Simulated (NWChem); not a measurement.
System: C$_{2}$H$_{4}$F$_{2}$OSi; SMILES FC1(F)OC[SiH2]1

Input file for NWChem:

```
start job
memory heap 200 mb stack 900 mb global 1100 mb
geometry units angstroms noautosym nocenter noautoz
  F      0.196682    -1.444633    -1.075586
  C      0.024615    -0.653903     0.000000
  F      0.196682    -1.444633     1.075586
  O     -1.247373    -0.118926     0.000000
  C     -1.056875     1.311617     0.000000
  Si     0.839232     1.100730     0.000000
  H     -1.514117     1.761826    -0.895369
  H     -1.514117     1.761826     0.895369
  H      1.578562     1.499830    -1.229654
  H      1.578562     1.499830     1.229654
end
basis spherical
  F library 6-31g*
  C library 6-31g*
  O library 6-31g*
  Si library 6-31g*
  H library 6-31g*
end
dft
  xc pbe0
  iterations 150
end
property
  efieldgrad
end
task dft property
```

Excerpt of the output:

```
             Northwest Computational Chemistry Package (NWChem) 7.3.0
             --------------------------------------------------------

                             Geometry "geometry" -> ""
                             -------------------------

 Output coordinates in angstroms (scale by  1.889725989 to convert to a.u.)

  No.       Tag          Charge          X              Y              Z
 ---- ---------------- ---------- -------------- -------------- --------------
    1 F                    9.0000     0.19668200    -1.44463300    -1.07558600
    2 C                    6.0000     0.02461500    -0.65390300     0.00000000
    3 F                    9.0000     0.19668200    -1.44463300     1.07558600
    4 O                    8.0000    -1.24737300    -0.11892600     0.00000000
    5 C                    6.0000    -1.05687500     1.31161700     0.00000000
    6 Si                  14.0000     0.83923200     1.10073000     0.00000000
    7 H                    1.0000    -1.51411700     1.76182600    -0.89536900
    8 H                    1.0000    -1.51411700     1.76182600     0.89536900
    9 H                    1.0000     1.57856200     1.49983000    -1.22965400
   10 H                    1.0000     1.57856200     1.49983000     1.22965400

 Effective nuclear repulsion energy (a.u.)     322.2556522600

                              NWChem Property Module
                              ----------------------

  itol2e modified to match energy
  convergence criterion.

                                 NWChem DFT Module
                                 -----------------

 Summary of "ao basis" -> "ao basis" (spherical)
 ------------------------------------------------------------------------------
       Tag                 Description            Shells   Functions and Types
 ---------------- ------------------------------  ------  ---------------------
 F                           6-31g*                  6       14   3s2p1d
 C                           6-31g*                  6       14   3s2p1d
 O                           6-31g*                  6       14   3s2p1d
 Si                          6-31g*                  8       18   4s3p1d
 H                           6-31g*                  2        2   2s

  itol2e modified to match energy
  convergence criterion.

            General Information
            -------------------
          SCF calculation type: DFT
          Wavefunction type:  closed shell.
          No. of atoms     :    10
          No. of electrons :    56
           Alpha electrons :    28
            Beta electrons :    28
          Charge           :     0
          Spin multiplicity:     1
          Use of symmetry is: off; symmetry adaption is: off
          Maximum number of iterations: 150
          AO basis - number of functions:    96
                     number of shells:    46
          Convergence on energy requested:  1.00D-07
          Convergence on density requested:  1.00D-05
          Convergence on gradient requested:  5.00D-04

              XC Information
              --------------
                         PBE0 Method XC Functional
                     Hartree-Fock (Exact) Exchange  0.250
          PerdewBurkeErnzerhof Exchange Functional  0.750
            Perdew 1991 LDA Correlation Functional  1.000 local
           PerdewBurkeErnz. Correlation Functional  1.000 non-local

[...]

          -----------------------
          Electric field gradient
          -----------------------

 1 a.u. = 0.324123 10**(16) esu/cm**3  ( or statvolts/cm**2 ) = 0.97174 10**(22) v/m**2

 ------------------------------------------------------------
   Atom      X         Y         Z
 ------------------------------------------------------------
    1 F    0.37168  -2.72996  -2.03256
 ------------------------------------------------------------

 Electric field gradient in molecular frame (a.u.)
         XX             YY             ZZ             XY             XZ             YZ
 ------------------------------------------------------------------------------------------
        1.285332      -0.095449      -1.189883       0.274785       0.376415      -1.843097

 Principal components (a.u.) and orientation
 of principal axis w.r.t. absolute frame                      Asymmetry parameter eta
 --------------------------------------------------------------------------------------
       -2.620879       1.341314       1.279565                       0.023561

       -0.118461       0.989855       0.078450
        0.593741       0.007287       0.804623
        0.795888       0.141896      -0.588581

 ------------------------------------------------------------
   Atom      X         Y         Z
 ------------------------------------------------------------
    2 C    0.04652  -1.23570   0.00000
 ------------------------------------------------------------

 Electric field gradient in molecular frame (a.u.)
         XX             YY             ZZ             XY             XZ             YZ
 ------------------------------------------------------------------------------------------
        0.154701       0.115163      -0.269864       0.235491       0.000000       0.000000

 Principal components (a.u.) and orientation
 of principal axis w.r.t. absolute frame                      Asymmetry parameter eta
 --------------------------------------------------------------------------------------
        0.371251      -0.269864      -0.101387                       0.453807

        0.736089       0.000000      -0.676885
        0.676885      -0.000000       0.736089
        0.000000       1.000000       0.000000

 ------------------------------------------------------------
   Atom      X         Y         Z
 ------------------------------------------------------------
    3 F    0.37168  -2.72996   2.03256
 ------------------------------------------------------------

 Electric field gradient in molecular frame (a.u.)
         XX             YY             ZZ             XY             XZ             YZ
 ------------------------------------------------------------------------------------------
        1.285332      -0.095449      -1.189883       0.274785      -0.376415       1.843097

 Principal components (a.u.) and orientation
 of principal axis w.r.t. absolute frame                      Asymmetry parameter eta
 --------------------------------------------------------------------------------------
       -2.620879       1.341314       1.279565                       0.023561

        0.118461       0.989855       0.078450
       -0.593741       0.007287       0.804623
        0.795888      -0.141896       0.588581

 ------------------------------------------------------------
   Atom      X         Y         Z
 ------------------------------------------------------------
    4 O   -2.35719  -0.22474   0.00000
 ------------------------------------------------------------

 Electric field gradient in molecular frame (a.u.)
         XX             YY             ZZ             XY             XZ             YZ
 ------------------------------------------------------------------------------------------
       -0.329034      -1.310310       1.639344       0.694539      -0.000000       0.000000

 Principal components (a.u.) and orientation
 of principal axis w.r.t. absolute frame                      Asymmetry parameter eta
 --------------------------------------------------------------------------------------
       -1.670031       1.639344       0.030687                       0.963250

       -0.459903      -0.000000       0.887969
        0.887969       0.000000       0.459903
       -0.000000       1.000000      -0.000000

 ------------------------------------------------------------
   Atom      X         Y         Z
 ------------------------------------------------------------
    5 C   -1.99720   2.47860   0.00000
 ------------------------------------------------------------

 Electric field gradient in molecular frame (a.u.)
         XX             YY             ZZ             XY             XZ             YZ
 ------------------------------------------------------------------------------------------
        0.204967      -0.380970       0.176002      -0.114198       0.000000       0.000000

 Principal components (a.u.) and orientation
 of principal axis w.r.t. absolute frame                      Asymmetry parameter eta
 --------------------------------------------------------------------------------------
       -0.402440       0.226438       0.176002                       0.125323

        0.184772       0.982781      -0.000000
        0.982781      -0.184772       0.000000
       -0.000000       0.000000       1.000000

 ------------------------------------------------------------
   Atom      X         Y         Z
 ------------------------------------------------------------
    6 Si   1.58592   2.08008   0.00000
 ------------------------------------------------------------

 Electric field gradient in molecular frame (a.u.)
         XX             YY             ZZ             XY             XZ             YZ
 ------------------------------------------------------------------------------------------
        0.090852      -0.237899       0.147047       0.241586      -0.000000      -0.000000

[...]
```

Level: PBE0/6-31G* (spherical d). Coordinates come from a PBE0/def2-SVP optimisation. NWChem prints the field gradient with the sign opposite to the second derivative of the potential.
